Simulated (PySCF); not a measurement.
Electron correlation in Ca⁹⁺ (calcium, charge +9)

Starting occupation: [Ne] 3s1, 3s1/2 with m_j = +1/2. Calculation: PySCF 2.14, in an even-tempered Gaussian basis (19 s from 0.53 bohr⁻², ratio 2.4; 13 p from 0.69 bohr⁻², ratio 2.4; 5 d from 2.5 bohr⁻², ratio 2.6; 4 f from 3.8 bohr⁻², ratio 2.6); X2C-1e with screened-nucleus spin-orbit coupling, Gaussian nucleus. Frozen: 1s2; 9 electrons correlated; the 50 highest virtual spinors left out.

MP2 pair energies summed by pair of shells (mhartree):

```
       pair  energy  share (%)
2p1/2-2p3/2  -96.00       31.3
2p3/2-2p3/2  -89.65       29.3
2p3/2-2s1/2  -42.54       13.9
2p1/2-2s1/2  -21.40        7.0
2p1/2-2p1/2  -20.91        6.8
2p3/2-3s1/2  -15.04        4.9
2s1/2-2s1/2  -10.55        3.4
2p1/2-3s1/2   -6.97        2.3
2s1/2-3s1/2   -3.29        1.1
```

Total MP2 correlation energy: -306.35 mhartree.
